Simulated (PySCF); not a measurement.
## Identify the compound

An unknown has the formula C5H15NP2Si. Its calculated NMR data are:

1H NMR (500 MHz, computed): δ 3.88 (m, 3H), 2.93 (m, 2H), 2.04 (m, 2H), 1.56 (m, 2H), 1.50 (m, 2H), 1.19 (m, 3H), -0.41 (br s, 1H).

13C{1H} NMR (computed): δ 34.9 (CH2), 23.8 (CH3), 19.3 (CH2).

- GIAO PBE0/pcSseg-1 shieldings
- structure optimised with GFN2-xTB
- run in PySCF
- no solvent model, one computed conformer, non-relativistic Hamiltonian, averaged over atoms made equivalent by symmetry, fast rotation or ring inversion

Referencing at the same level of theory: 1H, 13C against TMS.

**Question.** Deduce the structure.

**Answer.** 
3 carbon signals for 5 carbons: some carbons are equivalent by symmetry or fast rotation. Carbon types of the structure: 4 × CH2, 1 × CH3, leaving 4 H on heteroatoms. δC 34.9, 19.3: sp3 CH2 bonded to P. δC 23.8: methyl carbon bonded to P. δH 3.88: hydrogen on a silicon bonded to P. δH 2.93, 2.04, 1.56, 1.50: hydrogen on an sp3 CH2 bonded to P. δH 1.19: hydrogen on a methyl carbon bonded to P. δH -0.41: hydrogen on a nitrogen bonded to P; exchangeable, gas-phase position.

Structure: `CP1(=N)CCP([SiH3])CC1`.

This is the structure that produced the data.

The OH or NH signal is concentration- and solvent-dependent in practice; the value given is the gas-phase one. Splittings by 31P in the carbon and heteronuclear signals aren't shown, as no couplings were computed. Shifts are as computed. Against solution values, carbons near 30 ppm lie about +3 ppm off and those near 130 ppm about +5 ppm. Of 1211 compounds with measured shifts, 218 miss one by over three times the rms of a fit or turn the order of signals round; such compounds aren't used in these exercises. Multiplicities follow the n + 1 count of equivalent neighbours, as no J values were calculated; m marks all less simple cases, F and P coupling included.
